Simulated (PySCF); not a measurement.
Cartesian coordinates (Å):
```xyz
4

Y      0.0012     0.0010     0.0024
Br     1.9092     0.9419    -1.4828
Br     0.2440    -2.3374     1.1001
Br    -2.1493     1.3997     0.3903
```
Charge 0, spin multiplicity 1.

Task: What LUMO, HOMO–LUMO gap, dipole moment, total energy, HOMO and charge on the central atom (Mulliken) does TPSSh-D3(BJ)/def2-TZVP // PBE-D3(BJ)/def2-SVP (PySCF 2.14.0) give?

Result: 
The LUMO is -3.22 eV and the HOMO–LUMO gap comes out as 4.63 eV. The dipole moment comes out as 0.00 D and the total energy comes out as -7760.8011 Ha. The HOMO is -7.86 eV. The charge on the central atom (Mulliken) comes out as 1.29 e.
